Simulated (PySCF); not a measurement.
FIn, charge +1, doublet, at a GFN2-xTB geometry (such geometries of metal compounds can be far from the true shape) (a state made from the parent by changing its charge; the spin is typed, not shown lowest) (all electrons, no relativity), with bond 2-1 at 1.6 times its length.

PySCF was given this input:
```python
from pyscf import gto, scf, dft

mol = gto.M(
    atom='''
In   -0.000000   -0.000000   -0.354956
F     0.000000    0.000000    3.305031
''',
    basis='sto-3g',
    charge=1,
    spin=1,
    verbose=4,
)

mf = dft.UKS(mol)
mf.xc = 'm062x'
mf.kernel()
mf.analyze()
```

Predict the HOMO energy from PySCF with M062X/STO-3G.

-11.90 eV

Estimate the <S^2> that M062X/STO-3G returns for this input.

0.750

Predict the number of basis functions from M062X/STO-3G.

32

What is the computed total energy (M062X/STO-3G)?

-5783.1138 Eh

These values belong to the state on which the SCF converged, which isn't shown to be the lowest.
